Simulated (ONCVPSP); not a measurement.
# Before and after: ONCV potential for carbon

carbon, optimised norm-conserving Vanderbilt (ONCV), made with ONCVPSP 4.0.1 (LDA (Perdew-Wang 92), non-relativistic). Core [He], reference 2s2 2p2. Waves: 2s: rc 1.05 bohr, ncon 3, nbas 6, qcut 6.1 1/bohr, 3 projectors, debl 3.5 Ha; 2p: rc 2.65 bohr, ncon 4, nbas 7, qcut 4.9 1/bohr, 2 projectors, debl 3.6 Ha. Local part: polynomial inside 0.85 bohr (lpopt 5, dvloc0 6 Ha). Core correction: none.

Change: s: qcut 5.4.

Cutoffs: the cutoffs (Ha) at which the residual kinetic energy of the hardest occupied pseudo-wave falls to 1 and 0.1 mHa per electron; they do not see the model core or the augmentation charge, which bear on the density cutoff. Errors are all-electron minus pseudo energies relative to the spin-unpolarised reference configuration.

Question: Predict the effect on cutoff, ghosts and configuration errors.

Answer: The potential gets harder (18 Ha and 67 Ha → 29 Ha and 77 Ha); the errors of the 4 common tests hardly move; neither file shows a bound ghost.

```csv
quantity,base,changed
"cutoff, loose",18 Ha,29 Ha
"cutoff, tight",67 Ha,77 Ha
loose cutoff by channel,"s 18 Ha, p 8.7 Ha","s 29 Ha, p 8.7 Ha"
bound ghosts,none,none
GHOST(+) flags under 300 eV,none,none
"error for 2s2 2p1, meV [ΔE 10.99 eV]",+109,+110
"error for 2s2 2p0, meV [ΔE 35.25 eV]",+890,+893
"error for 2s1 2p0, meV [ΔE 83.20 eV]",+1785,+1785
"error for 2s2 2p1.5, meV [ΔE 4.03 eV]",+17,+17
s: phases at 1.06 bohr within 0.05 rad from the reference energy up to (Ha; the scan ends near 5),to the end of the scan,to the end of the scan
p: phases at 2.69 bohr within 0.05 rad from the reference energy up to (Ha; the scan ends near 5),0.3,0.3
```
